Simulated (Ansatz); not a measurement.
`C=C(N)[O][GeH3]` + `BC(=C)O` → `BC(=C)[O][GeH3]` + `C=C(N)O`  (ligand exchange at a Ge–O bond)

Calculated with Ansatz (gas phase, PBE0-D4/def2-TZVP geometries, no zero-point term in ΔE). CBS: MP2 limit from def2 TZ/QZ plus the TZ coupled-cluster correction, frozen cores. DFT in def2-TZVPP. For Ge outer-core shells are correlated without core-valence functions, which leaves a few kJ/mol of doubt a bond. Scalar relativity is left out up to krypton. One conformer a species, not always the lowest.

`C=C(N)[O][GeH3]`:

Cartesian coordinates in Å:
```
C 0.225 1.296 -1.534
C 0.307 0.300 -0.650
N 1.364 0.094 0.239
O -0.686 -0.600 -0.498
Ge -1.231 -1.010 1.174
H -0.689 1.456 -2.084
H 1.070 1.945 -1.716
H 1.723 -0.851 0.213
H 2.109 0.767 0.136
H -0.241 -1.988 1.825
H -2.578 -1.695 0.914
H -1.374 0.286 1.980
```

`BC(=C)O`:

```xyz
9

B    -0.614   -0.824   -0.750
C     0.214    0.228   -0.001
C     0.069    0.376    1.327
O     1.107    1.029   -0.653
H    -1.384   -1.506   -0.149
H    -0.487   -0.960   -1.936
H     0.637    1.108    1.892
H    -0.634   -0.252    1.856
H     1.093    0.801   -1.586
```

`BC(=C)[O][GeH3]`:

Cartesian coordinates in Å:
```
B 0.106 0.667 -1.347
C -0.646 0.441 -0.026
C -1.806 1.099 0.165
O -0.215 -0.386 0.964
Ge 1.304 -1.336 0.872
H 1.141 0.113 -1.589
H -0.357 1.416 -2.152
H -2.174 1.764 -0.604
H -2.388 0.982 1.075
H 1.232 -2.310 -0.313
H 2.501 -0.382 0.738
H 1.303 -2.068 2.217
```

`C=C(N)O`:

```xyz
9

C     0.543   -0.806    0.704
C    -0.096    0.167    0.044
N    -0.770    0.035   -1.149
O    -0.217    1.440    0.493
H     0.626   -1.798    0.286
H     0.959   -0.630    1.687
H    -0.770    0.871   -1.713
H    -0.546   -0.796   -1.668
H     0.272    1.517    1.316
```

```json
{"level": "PBE", "ΔE (kcal/mol)": "1.0"}
{"level": "HF/def2-TZVPP", "ΔE (kcal/mol)": "0.7"}
```

(1) What does CCSD(T)/CBS give? (Best estimate.)

Largest T1 diagnostic among the species: 0.013.

## Answers

(1) Computed: +1.1 kcal/mol. The listed levels differ from it by -0.1, -0.4 kcal/mol.
